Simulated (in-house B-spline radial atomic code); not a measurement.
# RPA and G0W0 on PBE: Nb11+

Configuration [Ar] 3d10 4s2, mean-field start PBE. Computed with an all-electron radial atomic-structure program (B-spline basis): all electrons, non-relativistic, point nucleus, each spin shell either full or empty, empty states to l = 9 with an (l + 1/2)⁻⁴ tail; G0W0 by contour deformation at full frequency.

Without relativity these are model numbers: it shifts the levels of so heavy an element strongly and can reorder them.

Command:
```bash
python run_gw.py task.json out
```
Settings (radii: box in bohr, nucleus in fm):
```
Z                        41
electrons                30
configuration            [Ar] 3d10 4s2
hamiltonian              nr
method                   pbe,pbe
lmax                     9
spin_polarised           False
box_radius               6.2
intervals                49
ion_configuration        [Ar] 3d10 4s1
```

Run time, properties included: 1.8 s on 1 thread of AMD EPYC 9R45 96-Core Processor (Zen 5), with other jobs on the host.

Energies (hartree):

```
                                     term        value
                         mean-field total  -3717.26353
Hartree-Fock functional on these orbitals  -3716.15891
                      direct second order       -2.585
                    second-order exchange      0.75588
                         SOSEX correction      0.70328
```

Problem. What is the RPA correlation energy, and what remains with SOSEX?

Solution. RPA gives -2.3244 hartree (-2.11 eV per electron); RPA + SOSEX gives -1.6211, and the second-order doubles -1.8292 hartree (no singles). SOSEX takes back 30 % of the RPA value.

Quasi-particle levels (eV):

```tsv
level	occupied	mean field	Σx - vxc	Σc	QP weight	G0W0
4s	yes	-232.80	-6.83	?	?	?
3d	yes	-406.11	-27.89	3.56	0.964	-430.43
3p	yes	-548.28	-40.93	8.16	0.913	-581.05
4p	no	-207.27	11.09	-2.23	0.969	-198.40
```

G0W0 = mean field + (Σx - vxc) + Σc, with Σc (partial-wave tail included) taken at the quasi-particle energy. Only the outer levels were computed. Levels of low weight are left out.

Problem. Where does G0W0 put 4s?

Solution. At -242.73 eV, with Σc = -3.10 eV and a quasi-particle weight of 0.972. The tabulated removal energy is 246.1 ± 0.4 eV (NIST, semi-empirical); the calculation leaves out relativity, Breit and QED terms, and what these don't explain is the method's own error.

Problem. What does it cost to remove one electron (to [Ar] 3d10 4s1) by differences of total energies, each species on its own start (correlation terms add to the Hartree-Fock functional)?

Solution. PBE 242.78 eV, Hartree-Fock functional 239.30 eV, + RPA 242.53 eV, + RPA + SOSEX 241.76 eV, + second order 242.74 eV. Tabulated: 246.1 ± 0.4 eV (NIST, semi-empirical); the calculation leaves out relativity, Breit and QED terms, and what these don't explain is the method's own error.
